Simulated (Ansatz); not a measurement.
CH6BClGe (`B[CH](Cl)[GeH3]`) at its PBE0-D4/def2-TZVP geometry, where that method's forces vanish. Charge 0, multiplicity 1.

```xyz
10

B     0.2676   -0.4755   -1.4009
C     0.6423    0.5278   -0.3229
Cl    0.2573    2.2442   -0.5992
Ge   -0.5429   -0.1365    1.1718
H     0.7132   -1.5835   -1.3028
H    -0.5245   -0.2123   -2.2532
H     1.6449    0.4579    0.1000
H    -0.5016    0.9681    2.2317
H    -1.9733   -0.3340    0.6541
H     0.0171   -1.4562    1.7216
```

Task: What forces (eV/Å) does PBE-D4/def2-TZVPP give on these atoms in Ansatz 0.2.0? (Estimate.)

Result: Computed: 
```
B1  -0.018 -0.021  0.057
C2   0.058 -0.102 -0.212
Cl3 -0.067  0.365 -0.037
Ge4 -0.063 -0.107  0.045
H5   0.050 -0.119  0.007
H6  -0.084  0.026 -0.094
H7   0.202 -0.021  0.118
H8   0.009  0.121  0.096
H9  -0.139 -0.011 -0.044
H10  0.052 -0.132  0.064
```
